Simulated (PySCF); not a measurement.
# Correlation energy of Nb²⁺ (niobium, charge +2)

[Kr] 4d3, high-spin 4F determinant. Computed with PySCF 2.14 in x2c-TZVPPall with one added diffuse shell each of s, p, d, f type (9s7p7d3f1g, 95 functions), with the spin-free X2C one-electron Hamiltonian (Gaussian nucleus). Frozen: [Ar] 3d10; 11 electrons correlated.

| level | correlation energy (mhartree) |
| --- | --- |
| CCSD | -261.41 |
| (T) | -5.28 |
| CCSD(T) | -266.69 |

Diagnostics: T1 = 0.0040, D1 = 0.0083, largest double amplitude 0.027.

Cost of the coupled-cluster step: roughly 40 core-seconds, for 11 correlated electrons.

This basis was not built for core-valence correlation, so the inner-shell part is incomplete.
